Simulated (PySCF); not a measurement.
C4H6Si, SMILES C1=C[SiH2]C=C1. Atoms are numbered in the order given.

```xyz
11

C      0.0000     0.7425    -1.2958
C      0.0000     1.3580    -0.0885
Si     0.0000     0.0000     1.2083
C      0.0000    -1.3580    -0.0885
C      0.0000    -0.7425    -1.2958
H      0.0000     1.2814    -2.2501
H      0.0000     2.4452     0.0137
H     -1.2061     0.0000     2.0839
H      1.2061     0.0000     2.0839
H      0.0000    -2.4452     0.0137
H      0.0000    -1.2814    -2.2501
```

The structure is a stationary point at TPSSh-D3(BJ)/def2-SVP.

Two levels are set side by side: PBE/pcSseg-1 (PySCF) and PBE0/pcSseg-1 (PySCF). GIAO shifts against TMS (²⁹Si), TMS (¹H), TMS (¹³C) at the same level; non-relativistic, no solvent, atoms listed together averaged. Differences are taken from unrounded values.

```json
[
 {"quantity": "δ(¹³C) of C1, C5 (ppm)", "PBE0": "161.3"},
 {"quantity": "δ(¹³C) of C2, C4 (ppm)", "PBE0": "136.9"},
 {"quantity": "δ(²⁹Si) of Si3 (ppm)", "PBE0": "-41.0"},
 {"quantity": "δ(¹H) of H6, H11 (ppm)", "PBE0": "7.58"},
 {"quantity": "δ(¹H) of H7, H10 (ppm)", "PBE0": "6.71"},
 {"quantity": "δ(¹H) of H8, H9 (ppm)", "PBE0": "4.86"}
]
```

What does PBE give, and how far is it from PBE0? (Estimate from the structure and the level; the computed values follow.)


| quantity | PBE | PBE minus PBE0 |
|---|---|---|
| δ(¹³C) of C1, C5 (ppm) | 159.3 | -2.0 |
| δ(¹³C) of C2, C4 (ppm) | 134.6 | -2.3 |
| δ(²⁹Si) of Si3 (ppm) | -44.6 | -3.5 |
| δ(¹H) of H6, H11 (ppm) | 7.58 | 0.00 |
| δ(¹H) of H7, H10 (ppm) | 6.62 | -0.09 |
| δ(¹H) of H8, H9 (ppm) | 4.97 | 0.11 |

Rough cost on one machine, each run with all the roots and properties that it gave: PBE0 against PBE within a factor of 2.
